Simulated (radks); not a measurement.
Species: Ir. Configuration: [Xe] 4f14 5d5 6s2 6p2 (not the ground configuration). Method: Dirac Kohn-Sham, LDA (Slater exchange, Perdew-Wang correlation), spin-unpolarised, spherical densities, finite nucleus; open shells are shared between the two j in proportion to 2j + 1; Fermi nuclear charge, rms radius 5.4032 fm; computed with a radial shooting solver on a logarithmic mesh with Libxc functionals.

Normalised radial functions P(r) = r R(r) (large component), r in bohr:

r	4f7/2
0.0008901	0.0000
0.001045	0.0000
0.001216	0.0000
0.001427	0.0000
0.001675	0.0000
0.001949	0.0000
0.002288	0.0000
0.002663	0.0000
0.003125	0.0000
0.003638	0.0000
0.00427	0.0000
0.005011	0.0000
0.005833	0.0000
0.006845	0.0000
0.007969	0.0000
0.009352	0.0001
0.01097	0.0001
0.01278	0.0003
0.01499	0.0005
0.01745	0.0008
0.02048	0.0014
0.02404	0.0025
0.02798	0.0043
0.03284	0.0074
0.03823	0.0123
0.04486	0.0208
0.05222	0.0336
0.06129	0.0547
0.07192	0.0871
0.08372	0.1325
0.09825	0.2007
0.1144	0.2894
0.1342	0.4117
0.1575	0.5641
0.1834	0.7327
0.2152	0.9238
0.2505	1.1007
0.294	1.2583
0.3422	1.3578
0.4016	1.3914
0.4713	1.3457
0.5487	1.2353
0.6439	1.0655
0.7496	0.8746
0.8797	0.6670
1.032	0.4744
1.202	0.3199
1.41	0.1948
1.642	0.1116
1.927	0.0562
2.261	0.0252
2.632	0.0104
3.089	0.0035
3.596	0.0011
4.22	0.0002
4.912	0.0000
5.765	0.0000
6.765	0.0000
7.876	0.0000
9.242	0.0000
10.76	0.0000
12.63	0.0000

4f7/2: eigenvalue -70.578 eV, 0 radial nodes, <r> = 0.538 bohr, 90 % of the charge inside 0.874 bohr.
